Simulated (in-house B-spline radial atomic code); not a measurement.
Checks on a self-consistent run for the silicon ion Si⁴⁺, [He] 2s2 (2p1/2)1 (2p3/2)4 5s1. Method: Dirac-Hartree-Fock, average of the jj configuration, Fermi nucleus of rms radius 3.1224 fm. Calculated with a radial B-spline atomic code at the basis-set limit.

| orbital | q | ε (Eh) | <1/r> | <r²> | small-component weight |
| --- | --- | --- | --- | --- | --- |
| 1s1/2 | 2 | -72.63268 | 13.6598 | 0.0165571 | 0.0024658 |
| 2s1/2 | 2 | -9.21031 | 2.67956 | 0.352055 | 0.00037562 |
| 2p1/2 | 1 | -7.55242 | 2.58243 | 0.314154 | 0.00035522 |
| 2p3/2 | 4 | -7.43792 | 2.56335 | 0.318799 | 0.0003519 |
| 5s1/2 | 1 | -0.65746 | 0.246979 | 36.6501 | 1.9248e-05 |

Electron-electron repulsion V_ee = 78.7167 hartree.

(1) What total energy follows from the eigenvalues?

(2) Does the Dirac virial theorem hold?

(3) What diamagnetic shielding (Lamb formula) and susceptibility (Langevin formula) do the radii give?

## Answers

(1) The eigenvalues count the repulsion twice, so E = Σqε - V_ee = -201.648 - 78.717 = -280.364 hartree; the run printed -280.364.

(2) For a point nucleus E = -2c²Σq·w, with w the small-component weight. Here Σq·w = 0.0074649 and c = 137.0360, so the ratio E/(-2c²Σq·w) is 1.000001.

(3) σ = (α²/3)Σq<1/r> = 45.7616/(3·137.036²) = 812.29 ppm, and χ = -0.79199×10⁻⁶·Σq<r²> = -30.87×10⁻⁶ cm³/mol with Σq<r²> = 38.977 bohr². Both are non-relativistic formulas without the paramagnetism of open shells.
